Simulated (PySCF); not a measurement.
**Partial charges of `C=C[C+](C)CC(F)=C(F)F`**

Species: C7H8F3 (charge +1).
Structure used (PBE0-D3(BJ)/def2-SVP), in Å, numbered top down from 1:
```xyz
18
C7H8F3 angstrom
C     -0.9036    1.2887    1.7379
C     -1.2362    0.7026    0.5635
C     -0.5728   -0.4350    0.0002
C     -1.2045   -1.1266   -1.1391
C      0.7137   -0.9599    0.5114
C      1.4895   -0.2939   -0.5847
F      1.7353   -1.0015   -1.6683
C      1.8653    1.0092   -0.5706
F      2.4684    1.5904   -1.5384
F      1.6642    1.7649    0.4597
H     -0.0642    0.9583    2.3552
H     -1.4910    2.1270    2.1235
H     -2.1000    1.0809    0.0086
H     -1.8826   -1.8863   -0.6973
H     -0.4886   -1.6783   -1.7631
H     -1.8252   -0.4587   -1.7512
H      0.8201   -2.0494    0.4259
H      1.0058   -0.6244    1.5125
```

Density: PBE0/pcSseg-1 (PySCF); schemes: Mulliken, IAO, Hirshfeld and ESP-fitted. Isolated species at its PBE0-D3(BJ)/def2-SVP geometry (one conformer only).

Problem. Atoms with like bonding are taken together and averaged. Do the Mulliken, IAO, Hirshfeld and ESP-fitted schemes agree on where the charge is highest?

Solution. All schemes agree: Mulliken C8 (+0.669); IAO C8 (+0.593); Hirshfeld C8 (+0.217); ESP-fitted C8 (+0.412).

Problem. For which atoms does the sign change between the 4 schemes (beyond +0.03 e in one, beyond −0.03 e in another)?

Solution. C1 and C3. Atomic charges aren't observables, and each scheme defines them in its own way.

Problem. Which atoms carry the lowest charge in the Mulliken, IAO, Hirshfeld and ESP-fitted schemes?

Solution. The schemes don't all agree: Mulliken C3 (-0.408); IAO C4 (-0.431); Hirshfeld C4 (-0.088); ESP-fitted C4 (-0.648).

Problem. Tabulate the Mulliken, IAO, Hirshfeld and ESP-fitted charges.

Solution. In e; atoms taken as equivalent share a row and are averaged (×n: the atom named and its like, n in all):

```
       atom                 environment  Mulliken     IAO  Hirshfeld  ESP-fitted
         C1  carbon bonded to C and 2 H    -0.023  -0.137     +0.041      -0.136
         C2  carbon bonded to 2 C and H    -0.093  -0.167     -0.027      -0.219
         C3        carbon bonded to 3 C    -0.408  +0.215     +0.145      +0.360
         C4               methyl carbon    -0.124  -0.431     -0.088      -0.648
         C5              allylic carbon    -0.011  -0.281     -0.052      -0.260
         C6          vinylic C–F carbon    +0.035  +0.218     +0.084      +0.067
         F7              vinyl fluorine    -0.207  -0.214     -0.018      -0.094
         C8                 =CF2 carbon    +0.669  +0.593     +0.217      +0.412
         F9              vinyl fluorine    -0.149  -0.164     +0.008      -0.055
        F10              vinyl fluorine    -0.186  -0.194     +0.004      -0.090
        H11              hydrogen on C1    +0.178  +0.179     +0.080      +0.179
        H12              hydrogen on C1    +0.200  +0.209     +0.104      +0.206
        H13              hydrogen on C2    +0.157  +0.185     +0.080      +0.190
H14/H15/H16             methyl hydrogen    +0.191  +0.198     +0.083      +0.241
    H17/H18          methylene hydrogen    +0.195  +0.198     +0.086      +0.182
```

Mean size of the charges over all atoms: IAO 0.232 e, ESP-fitted 0.222 e, Mulliken 0.189 e, Hirshfeld 0.076 e. Each set sums to the total charge, 1, to within 0.001 e. The IAO scheme counts the electrons in orthogonalised intrinsic atomic orbitals, a minimal basis polarised so that it spans the occupied orbitals exactly.

Some averages cover members that differ in this geometry: H17/H18, ESP-fitted +0.155 to +0.208; H14/H15/H16, ESP-fitted +0.228 to +0.259; H14/H15/H16, IAO +0.186 to +0.216; H14/H15/H16, Hirshfeld +0.069 to +0.099 e.

Problem. Sum the charges by element.

Solution. 
```
element  atoms  Mulliken     IAO  Hirshfeld  ESP-fitted
      C      7    +0.046  +0.010     +0.320      -0.423
      F      3    -0.542  -0.572     -0.006      -0.239
      H      8    +1.496  +1.562     +0.686      +1.662
```

Problem. How closely do the schemes follow one another over all atoms?

Solution. Correlation coefficient and root-mean-square difference: IAO with Hirshfeld 0.97, 0.181 e; Hirshfeld with ESP-fitted 0.93, 0.191 e; IAO with ESP-fitted 0.93, 0.097 e; Mulliken with IAO 0.71, 0.185 e; Mulliken with Hirshfeld 0.59, 0.198 e; Mulliken with ESP-fitted 0.51, 0.243 e.
